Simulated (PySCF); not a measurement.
# How methods differ on the ionisation energy of I³⁶⁺

I³⁶⁺ [Ne] 3s2 3p5 [3p1/2^2 3p3/2^3, M_J = 3/2] → I³⁷⁺ [Ne] 3s2 3p4 [3p1/2^2 3p3/2^2, M_J = 2], as a difference of total energies. Calculation: PySCF 2.14, in an even-tempered Gaussian basis (19 s from 7 bohr⁻², ratio 2.4; 14 p from 9 bohr⁻², ratio 2.4; 5 d from 35 bohr⁻², ratio 2.6; 4 f from 53 bohr⁻², ratio 2.6); the two-component X2C-1e Hamiltonian. Correlated levels: 1s2 frozen; the 56 highest virtual spinors dropped. "Screened" scales the spin-orbit matrix elements by Boettger's factors to mimic the two-electron term; Breit and QED terms are absent.

| method | ionisation energy (eV) |
| --- | --- |
| GHF (spin-free) | 2531.4 |
| GMP2 (spin-free) | 2532.5 |
| GHF (screened spin-orbit) | 2511.2 |
| GMP2 (screened spin-orbit) | 2512.2 |

Breit and QED terms and the two-electron picture change are absent.

The spin-free rows relax to the high-spin LS determinant and lack the spin-orbit shift.

The labels give the starting determinants; with spin-orbit coupling the two ends relaxed to ⟨J²⟩ = 3.75, ⟨L²⟩ = 2.01, ⟨S²⟩ = 0.76 and ⟨J²⟩ = 6.00, ⟨L²⟩ = 3.11, ⟨S²⟩ = 1.46.

For comparison: 2510 ± 5 eV (theoretical estimate listed by NIST; NIST Atomic Spectra Database, ionization energies).
